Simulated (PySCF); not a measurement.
Ionisation energy of Br by level of theory

Br [Ar] 3d10 4s2 4p5 (2P) → Br⁺ [Ar] 3d10 4s2 4p4 (3P), as a difference of total energies. Computed with PySCF 2.14 in x2c-TZVPall, with scalar relativity by spin-free X2C-1e. Correlated levels: valence: [Ar] 3d10 frozen. The calculations carry no spin-orbit coupling.

| method | ionisation energy (eV) |
| --- | --- |
| UHF | 10.722 |
| MN15 | 11.701 |
| BP86 | 11.946 |
| MP2 (valence) | 11.539 |
| SCS-MP2 (valence) | 11.537 |
| CCSD (valence) | 11.541 |
| CCSD(T) (valence) | 11.575 |

Errors of the correlated levels include the incompleteness of this basis and the frozen core.

Task: Which method comes closest to the reference value, and which is furthest?

Result: The reference is 11.844 eV (measured; NIST levels, between the centres of gravity of the two terms). Closest: BP86 (error 0.102 eV); furthest: UHF (error -1.122 eV).
